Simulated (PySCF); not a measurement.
A run for PySCF: R-B3LYP/6-31G* on H4S (a complex).

```python
from pyscf import gto, scf, dft, mp
from pyscf.data.elements import chemcore

mol = gto.M(
    atom='''
    S     0.49914149   -0.66804580    0.15842331
    H    -0.80797423   -0.94139000    0.29760072
    H     0.28396807    0.65722103    0.16768560
    H     0.15590097   -0.17408637    3.27534443
    H    -0.05369787    0.02738725    3.96163435
    ''',
    basis='6-31g*',
    cart=True,
    charge=0, spin=0, verbose=3, max_memory=1800)
mf = dft.RKS(mol, xc='b3lyp')
mf.conv_tol = 1e-8
mf.max_cycle = 100
mf.kernel()
if not mf.converged:
    mf = mf.newton().run(mf.mo_coeff, mf.mo_occ)
```

It printed:

```
converged SCF energy = -400.561050964855
```

The run converged.

Cost: roughly 0.8 core-seconds.
